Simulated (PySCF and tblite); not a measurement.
Results of a calculation; reference values are marked as such.
## C₉H₁₀, numbered as in [CH2:1]=[CH:2][CH2:3][c:4]1[cH:5][cH:6][cH:7][cH:8][cH:9]1: conformational analysis

Free energies: PBE0-D3(BJ)/pcSseg-1 (IEF-PCM, chloroform) on GFN2-xTB structures plus GFN2-xTB thermal terms, symmetry and mirror images included. Conformers within 2 kcal/mol (GFN2-xTB free energy) were kept, 6 at most. GIAO shieldings: PBE0/pcSseg-1 (IEF-PCM, chloroform). Couplings: B3LYP/6-31G* with pcJ-1 on H (gas phase; spin-dipole term only for pairs with B, N, F, Si or P). Couplings are for ¹H. H–H couplings come out 0.1 to 0.9 Hz lower than with pcJ-1 on all atoms. Shifts are against TMS (¹H), TMS (¹³C) at the same level; of two unlike H on one atom, a is the less shielded. Programs: PySCF with density fitting and tblite.

Torsions listed: C1–C2–C3–C4, C2–C3–C4–C5. Of a mirror pair one member is shown.

| conformer | shape | symmetry | E(GFN2) kcal/mol | E(DFT) kcal/mol | G(298.15 K) kcal/mol | weight % | dipole D |
| --- | --- | --- | --- | --- | --- | --- | --- |
| 1 | 118°, -80° | C1 (pair) | 0.00 | 0.56 | 0.00 | 50.8 | 0.21 |
| 2 | 0°, 89° | Cs | 0.29 | 0.00 | 0.02 | 49.2 | 0.47 |

Weights (%) against temperature:

```
 T (K)     1     2  S(mix) cal/mol/K
   250  45.4  54.6              2.00
298.15  50.8  49.2              2.08
   320  52.8  47.2              2.10
   500  62.1  37.9              2.17
   800  68.1  31.9              2.18
```

Averaged shifts at 298.15 K. ¹H: 7.78 (H6/H8, 2H), 7.66 (H7, 1H), 7.64 (H5/H9, 2H), 6.42 (H2, 1H), 5.31 (H1a, 1H), 4.97 (H1b, 1H), 3.53 (H3, 2H) ppm. ¹³C: 151.3 (C2), 147.0 (C4), 136.1 (C5/C9), 135.1 (C6/C8), 132.5 (C7), 121.1 (C1), 46.5 (C3) ppm.

Averaged couplings (Hz): ²J(H1b,H1a) -0.2, ³J(H1b,H2) 16.4, ³J(H1a,H2) 11.2, ³J(H2,H3) 6.1, ²J(H3,H3) -15.3, ³J(H5,H6) 8.6, ³J(H6,H7) 8.4.

Coordinates of conformer 1 (Å):

```xyz
19

C     3.059   -0.685   -0.654
C     2.203   -0.142    0.190
C     1.254    0.967   -0.159
C    -0.163    0.484    0.008
C    -0.756   -0.284   -0.985
C    -2.044   -0.764   -0.830
C    -2.754   -0.485    0.325
C    -2.170    0.275    1.323
C    -0.881    0.754    1.165
H     3.147   -0.342   -1.673
H     3.715   -1.489   -0.365
H     2.127   -0.505    1.207
H     1.433    1.816    0.506
H     1.424    1.286   -1.189
H    -0.201   -0.506   -1.886
H    -2.495   -1.358   -1.612
H    -3.760   -0.859    0.447
H    -2.719    0.496    2.227
H    -0.430    1.349    1.948
```

Coordinates of conformer 2 (Å):

```xyz
19

C     2.334   -0.647   -0.745
C     2.310    0.631   -0.420
C     1.110    1.392    0.070
C    -0.129    0.550    0.169
C    -0.425   -0.139    1.339
C    -1.552   -0.936    1.422
C    -2.400   -1.057    0.334
C    -2.113   -0.375   -0.837
C    -0.985    0.421   -0.917
H     1.456   -1.269   -0.680
H     3.235   -1.126   -1.090
H     3.211    1.228   -0.497
H     1.351    1.815    1.051
H     0.936    2.231   -0.611
H     0.236   -0.050    2.189
H    -1.770   -1.466    2.338
H    -3.281   -1.678    0.398
H    -2.771   -0.465   -1.689
H    -0.763    0.949   -1.834
```

Shifts are unscaled: against experiment ¹³C can be off by 15 ppm or more and ¹H by 0.8 ppm.

Search and properties took 4 min on 1 thread of Arm Neoverse N1 (shared host) (rough), launched as `OMP_NUM_THREADS=1 python ens_run.py task.json out`.
